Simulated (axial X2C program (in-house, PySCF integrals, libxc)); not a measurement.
ZrCl⁺ along the bond: PBEsol, without spin–orbit coupling

All values were computed with an in-house all-electron X2C program for linear molecules (integrals from PySCF). Spin-free means the one-electron spin-free X2C Hamiltonian. Basis: Zr dyall-cv3z [11s12p9d6f3g], Cl dyall-av3z [9s8p3d2f] (cores contracted in-house); Gaussian nuclei, density fitting, unrestricted open shells. Masses: Zr 89.905 u, Cl 34.969 u.

State: M_S = 1, Λ = 2 (beyond evenly filled blocks: σα, δ+α). Dipoles are positive if Cl is the positive end and refer to the centre of mass.

Results along the bond:

```tsv
R (Å)	μ (D)	HOMO (eV)	LUMO (eV)	⟨S²⟩
1.945	-3.085	-9.82	-9.82	2.004
2.035	-3.527	-9.95	-9.95	2.005
2.102	-3.865	-10.05	-10.05	2.006
2.169	-4.206	-10.15	-10.15	2.007
2.236	-4.548	-10.24	-10.24	2.007
2.314	-4.945	-10.34	-10.34	2.009
2.393	-5.335	-10.44	-10.44	2.011
2.493	-5.823	-10.55	-10.55	2.014
2.616	-6.388	-10.67	-10.67	2.019
```

The state is one determinant whose occupation by symmetry is held fixed; it was picked as the lowest of a PBE0 search that is not exhaustive. Other states lie close and PBE0, whose exact exchange favours high spin, may order them wrongly; the determinant shown need not be the ground state. The nearest other spin-free determinant of the search, M_S = 1, Λ = 0, lies 0.23 eV up at the distance of the search. Without a current term, density functionals place determinants with orbital angular momentum somewhat too high. A filled and an empty partner (Λ and −Λ, same spin) share one energy because the functional has no current term.
